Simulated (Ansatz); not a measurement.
Molecule: sum formula H₄Si₂OCl₂ (charge 0, singlet). SMILES: [SiH3]O[SiH](Cl)Cl
Structure (B3LYP-D3(BJ)/def2-TZVP (Ansatz, an electronic-structure program) minimum search):
```
O
Si 1 1.6098
Si 1 1.6526 2 146.99
H 2 1.4623 1 109.98 3 179.84
H 3 1.4760 1 107.23 2 179.37
H 3 1.4779 5 110.35 1 -119.12
H 3 1.4780 5 110.36 6 -121.74
Cl 2 2.0507 4 109.22 1 -120.76
Cl 2 2.0507 4 109.23 1 120.76
```
Charge 0, spin multiplicity 1.

Property: atomisation energy (electronic, to ground-state atoms), in kcal/mol. Valence correlation only, unless marked. Open shells are spin-unrestricted. No spin-orbit coupling. Non-relativistic. The coupled-cluster limit lacks core correlation, which all-electron functionals hold. CBS marks a two-point X^-3 extrapolation of the correlation energy; Hartree-Fock from the larger set.

| level | program | atomisation energy (kcal/mol) |
|---|---|---|
| HF/aug-cc-pV(T+d)Z | Ansatz | 555.0 |
| revPBE/def2-TZVPD | Ansatz | 696.8 |

Question: What does CCSD(T)/CBS(aug-cc-pV(T+d)Z,aug-cc-pV(Q+d)Z) (Ansatz) give?

Answer: 740.9 kcal/mol, so revPBE/def2-TZVPD differs from it by -44.1 kcal/mol.
